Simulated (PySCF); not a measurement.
# Spinor energies of Ag⁴¹⁺ (silver, charge +41)

Start: [He] 2s2 2p2; 2p1/2 filled at m_j = -1/2, +1/2. Calculated with PySCF 2.14 in an even-tempered Gaussian basis (17 s from 20 bohr⁻², ratio 2.4; 12 p from 26 bohr⁻², ratio 2.4; 5 d from 88 bohr⁻², ratio 2.6; 4 f from 130 bohr⁻², ratio 2.6): generalised Hartree-Fock with the X2C-1e Hamiltonian and a Gaussian nucleus; one run each with spin-orbit coupling (SO) switched off, then screened by Boettger's factors.

| spinor shell | electrons | ε, spin-free (eV) | ε, screened SO (eV) | weight of nominal j (screened SO) | rms radius, screened SO (bohr) |
| --- | --- | --- | --- | --- | --- |
| 1s1/2 | 2 | -29041.4 | -29027.4 | 1.000 | 0.0355 |
| 2s1/2 | 2 | -6710.5 | -6706.2 | 1.000 | 0.139 |
| 2p1/2 | 2 | -6458.0 | -6568.1 | 1.000 | 0.119 |

```tsv
quantity	spin-free	screened SO
E (hartree)	-3256.31587	-3265.39011
M_J	0	0
⟨J²⟩	2.000	0.000
⟨L²⟩	2.000	1.333
⟨S²⟩	2.000	1.333
```

Breit and QED terms are absent; they matter most for the inner s and p1/2 levels.

Densities and radii are taken from the X2C orbitals without a picture-change correction, which distorts them close to the nucleus.

Without spin-orbit coupling the j labels of p, d and f shells carry no meaning; the spin-free column gives the mean over the occupied spinors of each nl shell.
